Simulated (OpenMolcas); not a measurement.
## C: effect of the active space

```
Program             : OpenMolcas
Method              : SS-CASPT2 or its RAS form, IPEA 0.25 Eh, imaginary shift 0.1 Eh
Basis               : ANO-RCC-VTZP
Scalar Hamiltonian  : DKH2, point nucleus
Spin-orbit coupling : state interaction with AMFI integrals over the reference wave functions, term energies averaged over their components
```

A. 2 electrons in 3 orbitals (2p); 2S+1 = 3 even, 3 roots; 2S+1 = 1 even, 6 roots; closed shells correlated: 1s 2s; CASPT2 step about 0.9 core-seconds
B. 4 electrons in 4 orbitals (2s 2p); 2S+1 = 3 even, 3 roots; 2S+1 = 1 even, 6 roots; 2S+1 = 5 odd, 1 root; 2S+1 = 3 odd, 8 roots; closed shells correlated: 1s; CASPT2 step of the order of 2 core-seconds
C. 4 electrons in 8 orbitals (2s 2p 3s 3p); 2S+1 = 3 even, 3 roots; 2S+1 = 1 even, 6 roots; 2S+1 = 5 odd, 1 root; 2S+1 = 3 odd, 8 roots; 2S+1 = 1 odd, 3 roots; closed shells correlated: 1s; CASPT2 step about 6 core-seconds
D. 4 electrons in 9 orbitals (RAS2 2s 2p; RAS3 3d, at most 2 electrons); 2S+1 = 3 even, 3 roots; 2S+1 = 1 even, 6 roots; 2S+1 = 5 odd, 1 root; 2S+1 = 3 odd, 8 roots; closed shells correlated: 1s; CASPT2 step of the order of 10 core-seconds

Energies in cm⁻¹ above 2s² 2p² ³P₀, the measured ground level; measured values from NIST Handbook of Basic Atomic Spectroscopic Data.

```tsv
Level	A	B	C	D	Measured
2s² 2p² ³P₀	0.0	0.0	0.0	0.0	0.0
2s² 2p² ³P₁	15.8	15.2	15.0	15.1	16.4
2s² 2p² ³P₂	47.2	45.3	44.8	45.0	43.4
2s² 2p² ¹D₂	10270	10020	10450	10690	10193
2s² 2p² ¹S₀	23400	20550	21180	22250	21648
```

Deviations, from unrounded energies. A percentage is the sum of absolute deviations over the sum of measured energies, with the sign that they share, or ± where signs differ.

| Against measurement | Levels | A | B | C | D |
| --- | --- | --- | --- | --- | --- |
| mean absolute deviation (cm-1) | 4 | 460 | 320 | 180 | 270 |
| fine structure of the ground term (%) | 2 | ±7.4 | ±5.2 | ±4.6 | ±4.9 |
| other terms of the ground configuration (%) | 2 | +5.7 | -4.0 | ±2.3 | +3.4 |

C lies closest to measurement on these levels and A furthest from it. The largest miss of C in the table is 2s² 2p² ¹S₀, by -470 cm-1. The ranking rests on the paired levels alone, and a cruder setting can come out closer through cancelling errors.

Among A to D the level of the table that moves most is 2s² 2p² ¹S₀, by 2900 cm-1 (lowest in B, highest in A). Moves below CASPT2's spread within the term are not significant.

CASPT2 does not keep the components of a term degenerate, so their means are used; among the terms shown or strongly mixed into the levels shown the widest spread is 82 cm-1 (2s² 2p² ¹D, A). Over all roots computed the reference weight is 0.94 to 0.99 in B; the roots of lowest weight are the least certain, and an intruder state may touch them. With the s shell closed, the reference lacks s² → p² mixing (holds for A). The run also gave levels led by 2s² 2p 3s, which use shells meant for correlation; these and all levels above them are left out (holds for C). Active for correlation alone: 3d; no level in the range computed is led by a configuration that fills it, so any true level of that kind is missing (holds for D). Computed and measured levels are paired by configuration, term and J; levels that our copy of the source lacks, or whose pairing is in doubt (as where it misses far off the trend of its configuration), stay unpaired and out of the deviations. Levels of configurations outside the active space are missing. The table leaves out levels that lie high or whose names do not pair safely across all columns.
